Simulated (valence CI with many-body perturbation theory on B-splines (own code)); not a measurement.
W67+: key properties

Calculated by configuration interaction combined with many-body perturbation theory (CI+MBPT): five valence electrons over a frozen Dirac-Fock core [He], a basis of 11 s, 11 p, 10 d, 8 f, 5 g, 2 h functions for each j, with the one-electron correlation potential Σ1, the two-electron term Σ2, the three-electron term Σ3, Breit, model QED; selected CI, second order for the rest, scaled by the run's own slope (own B-spline code, finite nucleus).

No measured spectrum was set against this ion. As an estimate, large intervals hold to a few tenths of a per cent, small ones and those within an open d or f shell to about a per cent. Among the levels kept, up to 7500 cm⁻¹ of a level comes from second order outside the variational space, and about a tenth of that is noise between levels of different J, which matters for small intervals.

Levels are named by their leading jj configuration (3d3/2^4 stands for four electrons in 3d with j = 3/2), which in mixed levels can hold well under half, so a name can repeat and another be missing.

Rates and lifetimes use the calculated energies. Strong lines usually hold to 10 to 20 %, long lifetimes can be off by a factor of two.

What is the ground level?

(2s^2 2p1/2^2 2p3/2) J=3/2, composition 49 % 2s2 2p3 2P° + 27 % 2s2 2p3 2D° + 24 % 2s2 2p3 4S°, g = 1.312.

Where does the other parity begin?

At (2s 2p1/2^2 2p3/2^2) J=5/2, 1734 eV.

What is the ionisation energy?

16635 eV; NIST lists 16588 ± 11 eV (semi-empirical).

Name the longest-lived excited levels whose lifetime is computed, and their main decay.

(2s^2 2p1/2 2p3/2^2) J=5/2 at 1411 eV lives 234 ps, mostly by M1 to (2s^2 2p1/2^2 2p3/2) J=3/2; (2s^2 2p1/2 2p3/2^2) J=1/2 at 1463 eV lives 72.0 ps, mostly by M1 to (2s^2 2p1/2^2 2p3/2) J=3/2; (2s^2 2p1/2 2p3/2^2) J=3/2 at 1388 eV lives 40.1 ps, mostly by M1 to (2s^2 2p1/2^2 2p3/2) J=3/2.

Among levels below 12964 eV, which E1 lines absorb most strongly from the ground level?

to (2s^2 2p1/2^2 3d5/2) J=5/2 at 0.1299 nm, f = 0.549; to (2s^2 2p1/2 2p3/2 3d3/2) J=5/2 at 0.1141 nm, f = 0.508; to (2s^2 2p1/2 2p3/2 3d3/2) J=3/2 at 0.1140 nm, f = 0.302.

How well does LS coupling describe the low levels?

Among the lowest 20 levels the leading LS term, summed over configurations, holds 63 % on average. For single configurations the figures are 63 % in LS and 100 % in jj coupling. Terms mix most in the J = 3/2 level at 9339 eV, where the leading one holds 35 %.
